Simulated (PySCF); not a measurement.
# Computed vibrations of [Pb(OH)3]−

[Pb(OH)3]− (singlet). PySCF 2.14.0, RKS PBE0, Pb def2-SVP with ECP60, O def2-SVP, H def2-SVP; non-relativistic Hamiltonian with scalar-relativistic core potentials where named; density fitting; no spin-orbit coupling. Central differences of gradients.

```xyz
7

Pb    0.0000    0.0000   -0.2382
O     1.8634    0.0000    0.9162
H     1.6134    0.0000    1.8480
O    -0.9317    1.6138    0.9162
H    -0.8067    1.3972    1.8480
O    -0.9317   -1.6138    0.9162
H    -0.8067   -1.3972    1.8480
```

Run from Python with OMP_NUM_THREADS=2. Where DIIS fails, smearing, a level shift and second-order steps follow.
It took 21 s on 2 threads of Intel(R) Xeon(R) 6975P-C (Granite Rapids) (shared host).

**Question.** What are the harmonic wavenumbers and infrared intensities?

**Answer.** Modes are labelled in C3v; negative numbers are unstable modes, those under 60 cm⁻¹ near the noise; a finer grid moves soft modes by up to 10 cm⁻¹.
```csv
cm⁻¹,km/mol,symmetry
-309,–,a2
-51,–,e
-51,–,e
158,39.1,a1
226,115.6,e
226,115.6,e
444,124.2,e
444,124.2,e
474,83.6,a1
666,43.3,e
666,43.3,e
773,7.0,a1
3854,3.0,a1
3855,0.1,e
3855,0.1,e
```

**Question.** Is this a minimum?

**Answer.** No: 3 unstable; the lowest moves the atoms so:
```
Pb   0.00  0.00  0.00
O    0.00 -0.03  0.00
H    0.00  0.58  0.00
O    0.03  0.02  0.00
H   -0.50 -0.29  0.00
O   -0.03  0.02  0.00
H    0.50 -0.29  0.00
```
